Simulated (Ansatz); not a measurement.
Energy needed to pull apart CH₂O₂Si (SMILES O=[Si]=CO), singlet, into free ground-state atoms, from the structure below (displaced at random from a GFN2-xTB minimum); no zero-point or spin–orbit terms; open-shell atoms are treated unrestricted, in their ground-state multiplicity.

```
6
angstrom
O 0.1411 -2.8300 -0.3540
Si -0.1029 -1.3382 0.1650
C 0.2273 0.4621 0.4654
O -0.3429 1.5148 -0.4332
H 0.0811 0.8548 1.5409
H -0.0170 1.3609 -1.3833
```

Computed with Ansatz 0.2.0 (basis: def2-TZVPP); correlated methods freeze the cores.

```tsv
method	atomization energy (eV)
PBE-D4	23.51
r2SCAN-D4	22.39
PBE0-D4	21.93
r2SCANh-D4	21.86
wB97X-V	21.91
wB97M-V	22.06
HF	?
MP2	?
CCSD	20.51
CCSD(T)	21.39
```

(1) What does HF give? (Judge from chemistry; the value comes from the calculation.)

(2) What does MP2 give? (An estimate is asked for; the value comes from the calculation.)

T1 diagnostic: at most 0.026. The T1 diagnostic is large here, which may signal multireference character or strong orbital relaxation, so CCSD(T) is less sure. The restricted Hartree–Fock reference is unstable towards an unrestricted one here.

Answers

(1) By the calculation: 12.45 eV, which is about 8.94 eV less than CCSD(T)/def2-TZVPP.

(2) The calculation gives: 22.36 eV, which is about 0.97 eV more than CCSD(T)/def2-TZVPP.

In triple zeta the MP2 and coupled-cluster atomization energies are still short of their basis limit by a few kcal/mol a bond, whereas those of the functionals are nearly converged, so these differences are not deviations from converged CCSD(T).

For scale, one of the runs: CCSD(T)/def2-TZVPP forces, 163 basis functions (an equivalent command: `ansatz run in.yaml --threads 4`). Hardware: 4 CPU threads, shared host. Wall time 94 s; peak host memory 2.4 GiB.
